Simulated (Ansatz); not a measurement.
Species: CH6NSi, charge 0, doublet. CH6NSi (SMILES C[N][SiH3], doublet).
B3LYP-D3(BJ)/def2-TZVP minimum from Ansatz (an electronic-structure program):
```xyz
9

Si     1.0633    -0.1737     0.1764
N     -0.5478    -0.3274    -0.4643
C     -1.6298     0.5130    -0.0739
H      2.0174    -0.3064    -0.9475
H      1.3110     1.1129     0.8851
H      1.2714    -1.2959     1.1258
H     -2.1595     0.0181     0.7575
H     -2.3649     0.6036    -0.8801
H     -1.3478     1.5130     0.2833
```
Charge 0, spin multiplicity 2.

Total energies in cc-pV(D+d)Z, 19 correlated electrons, 7 frozen orbitals. Open shells are spin-unrestricted; no spin-orbit coupling. Correlated methods leave the cores frozen. No relativity.

```json
[
 {"method": "HF", "program": "Ansatz", "energy (Eh)": "-384.71295", "minus CCSDT(Q) (mEh)": "447.76"},
 {"method": "MP2", "program": "Ansatz", "energy (Eh)": "-385.09390", "minus CCSDT(Q) (mEh)": "66.81"},
 {"method": "CCSD", "program": "Ansatz", "energy (Eh)": "-385.14775", "minus CCSDT(Q) (mEh)": "12.96"},
 {"method": "CCSD(T)", "program": "Ansatz", "energy (Eh)": "-385.15881", "minus CCSDT(Q) (mEh)": "1.90"},
 {"method": "CCSDT(Q)", "program": "Ansatz", "energy (Eh)": "-385.16071", "minus CCSDT(Q) (mEh)": "0.00"}
]
```

Rough core times of Ansatz's runs on a shared machine: CCSD(T) 30 s, CCSDT(Q) 70 min.
